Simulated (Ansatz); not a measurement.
`[CH3][GeH]([SiH3])[Cl]` + H–F → `[CH3][GeH]([F])[Cl]` + SiH₄ at 500 K and 1 bar (cleavage of the Ge–Si bond).

Program: Ansatz. Geometries: PBE0-D4/def2-TZVP. ΔE: electronic, gas phase. CCSD(T)/CBS is the MP2 limit (def2-TZVPP, def2-QZVPP) plus CCSD(T) − MP2 in def2-TZVPP, frozen cores. This one scheme is used for every species. For Ge outer-core shells are correlated without core-valence functions, which leaves a few kJ/mol of doubt a bond. Scalar relativity is left out up to krypton.

| species | CCSD(T)/CBS energy (Eh) | H − E (kJ/mol) | S (J/(mol·K)) |
| --- | --- | --- | --- |
| `[CH3][GeH]([SiH3])[Cl]` | -2867.28258 | 238.2 | 448.7 |
| H–F | -100.39570 | 39.4 | 188.7 |
| `[CH3][GeH]([F])[Cl]` | -2676.23424 | 167.2 | 389.3 |
| SiH₄ | -291.46306 | 102.4 | 230.9 |

H − E and S are ideal-gas, rigid-rotor, harmonic terms from PBE0-D4/def2-TZVP, for one conformer and one mirror image of each species. 1 Eh = 2625.50 kJ/mol, R = 8.31446 J/(mol·K).

By hand: ΔE, ΔH, ΔS and ΔG.

ΔE = (-2676.23424) + (-291.46306) − (-2867.28258) − (-100.39570) = -0.01902 Eh = -49.9 kJ/mol. Δ(H − E) = 167.2 + 102.4 − 238.2 − 39.4 = -8.0, so ΔH = -57.9 kJ/mol. ΔS = 389.3 + 230.9 − 448.7 − 188.7 = -17.2 J/(mol·K). ΔG = -57.9 − 500 × (-17.2)/1000 = -49.3 kJ/mol.

By hand: the equilibrium constant, and the temperature at which ΔG would vanish if ΔH and ΔS stayed fixed.

log₁₀ K = −ΔG/(RT ln 10) = 5.2. ΔG = 0 at ΔH/ΔS = 3366 K, far beyond where these terms or the molecules hold.

ΔH outweighs TΔS. A doubt of 5 kJ/mol in ΔE shifts log₁₀ K by 0.5 here. Other conformers and mirror images would add mixing entropy, several J/(mol·K) or more a flexible species. These are equilibria of isolated gas molecules and say nothing of rates. Largest T1 diagnostic: 0.011 (customary marks: 0.02 for closed shells, 0.045 for open ones).
